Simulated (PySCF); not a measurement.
**Dipole response of V(2+) (vanadium, charge +2)**

[Ar] 3d3, high-spin 4F determinant. Calculation: PySCF 2.14, in aug-cc-pVQZ-DK (9s8p6d4f3g2h, 140 functions); scalar relativity by spin-free X2C-1e. Coupled (time-dependent) response in atomic units; α is the mean over directions.

```tsv
method	mean α (bohr³)	C₆ (like pair)	S(−4)
PBEsol	5.008	15.10	19.81
```

S(−4) is the Cauchy moment in α(ω) = α(0) + S(−4) ω² + …

α(iu) at PBEsol:

| u (hartree) | α(iu) (bohr³) |
| --- | --- |
| 0 | 5.008 |
| 0.0500 | 4.960 |
| 0.100 | 4.824 |
| 0.200 | 4.398 |
| 0.300 | 3.930 |
| 0.500 | 3.168 |
| 0.750 | 2.523 |
| 1.00 | 2.070 |
| 1.50 | 1.465 |
| 2.00 | 1.083 |
| 3.00 | 0.6526 |
| 5.00 | 0.3080 |

A single London oscillator, α(iu) = α/(1 + u²/ω²), gives C₆ = (3/4) ω α². Matching the computed C₆ needs ω = 4 × 15.10 / (3 × 5.008²) = 0.803 hartree.

For an ion, C₆ is the dispersion term alone; charge-induced terms of lower order in 1/R come first.
